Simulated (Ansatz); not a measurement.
Compare A (`COB([SiH3])Cl`) with its isomer B (`CB(Cl)[SiH2]O`).

Gas-phase electronic energies from Ansatz, PBE0-D4/def2-TZVP geometries. CCSD(T)/CBS adds triple-zeta CCSD(T) − MP2 to the extrapolated MP2 energy (def2 sets, frozen cores). Functionals use def2-TZVPP. One conformer a species, not always the lowest.

(1) Which is lower in electronic energy at CCSD(T)/CBS, and by how much? (Estimate.)

(2) Give E(B) − E(A) in kcal/mol with PBE-D4, HF/def2-TZVPP, ωB97M-V, PBE0-D4, r2SCAN-D4, CCSD(T)/def2-TZVPP, B2PLYP. (Estimate.)

Largest T1 diagnostic: 0.013.

Results:

(1) Computed: B, by 10.0 kcal/mol.

(2) Ansatz gave: PBE-D4 -7.6, HF/def2-TZVPP -8.7, ωB97M-V -9.3, PBE0-D4 -8.8, r2SCAN-D4 -9.3, CCSD(T)/def2-TZVPP -8.7, B2PLYP -8.6. None reverses the order clearly.

From PBE to PBE0 (25 % exact exchange), in def2-TZVPP and without D4, E(B) − E(A) moves by −1.2 kcal/mol.
